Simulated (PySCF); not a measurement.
**How methods differ on the excitation energy of C⁺**

C⁺ [He] 2s2 2p1 (2P) → C⁺ [He] 2s1 2p1 3d1 (high-spin determinant), as a difference of total energies. Calculation: PySCF 2.14, in aug-cc-pVQZ with one added diffuse shell each of s, p, d, f, g type (7s6p5d4f3g, 105 functions); the non-relativistic Hamiltonian (point nucleus). Correlated levels: valence: 1s2 frozen. The calculations carry no spin-orbit coupling.

| method | excitation energy (cm⁻¹) |
| --- | --- |
| UHF | 181080 |
| LDA | 188170 |
| PBE | 186810 |
| PBE0 | 187890 |
| r2SCAN | 186510 |
| r2SCANh | 187080 |
| PW91 | 187340 |
| CAM-B3LYP | 192600 |
| B2PLYP | 191890 |
| MP2 (valence) | 191480 |
| SCS-MP2 (valence) | 194250 |

The promoted electron is Rydberg-like, and one or two diffuse shells describe it only roughly, which tends to raise the upper state.

The determinant of the upper state mixes LS terms, which raises its energy above the lowest term, most at the Hartree-Fock and MP2 levels.
